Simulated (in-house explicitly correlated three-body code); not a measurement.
Computed with an exponentially correlated three-body code. Model: two electrons around a point charge, non-relativistic, variational in 260 exponentially correlated functions (energies converged to about 1e-7 hartree, or 1e-8 relative for large Z).

Command:
```bash
python run_hyl.py task.json out
```
Settings (lengths in bohr, energies in hartree):
```
Z                      12
screening              3.6
interaction_strength   1
functions              260
states_tried           13
```

Cost of the run: 37 s on 1 thread of Intel(R) Xeon(R) Platinum 8488C (Sapphire Rapids), on a shared host.

**Those bound S and P states to n = 4 that converged, binding against the one-electron ion.**

Given: nuclear charge 12; Yukawa screening of all interactions 3.6 1/bohr.

Computed: one-electron threshold -37.0999564 hartree.

```tsv
term	energy (hartree)	binding (eV)
1 1S	-69.9248135	893.21
```

**Converged states only, values per electron or pair (inverse distances are <exp(-kr)/r>).**

| term | mean r (bohr) | mean r squared (bohr²) | mean inverse r (1/bohr) | mean r12 (bohr) | mean inverse r12 (1/bohr) | mean cosine | mean p1 dot p2 (bohr⁻²) | delta r1 (bohr⁻³) | delta r12 (bohr⁻³) |
| --- | --- | --- | --- | --- | --- | --- | --- | --- | --- |
| 1 1S | 0.13871 | 0.026193 | 8.1971 | 0.20449 | 4.1376 | -0.010172 | 1.2093 | 466.18 | 49.364 |

**Static dipole response.**

```csv
state,polarisability (bohr³)
1 1S,0.00070241
```
